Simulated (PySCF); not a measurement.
Computed IR spectrum (relative IR intensity) of a molecule C3H2F3, multiplicity 2. Geometry: PBE-D3(BJ)/def2-SVP. One conformer was computed; it need not be the lowest. Method: PBE-D3(BJ)/def2-SVP run with PySCF 2.14.0. Harmonic, unscaled wavenumbers; measured fundamentals usually lie a few per cent lower.

Lines under 2 % of the strongest are left out, and lines within 2 cm⁻¹ are merged.

```json
[
 {"ν (cm⁻¹)": "537", "relative intensity": "2.0"},
 {"ν (cm⁻¹)": "579", "relative intensity": "2.8"},
 {"ν (cm⁻¹)": "875", "relative intensity": "11"},
 {"ν (cm⁻¹)": "941", "relative intensity": "3.3"},
 {"ν (cm⁻¹)": "1116", "relative intensity": "83"},
 {"ν (cm⁻¹)": "1154", "relative intensity": "100"},
 {"ν (cm⁻¹)": "1201", "relative intensity": "94"},
 {"ν (cm⁻¹)": "1329", "relative intensity": "27"},
 {"ν (cm⁻¹)": "1743", "relative intensity": "4.0"}
]
```

Problem. Which structure fits?
A. C=C(F)[C](F)F
B. [CH]=CC(F)(F)F
C. C=[C]C(F)(F)F
D. F/C=C/[C](F)F

Solution. C, C=[C]C(F)(F)F
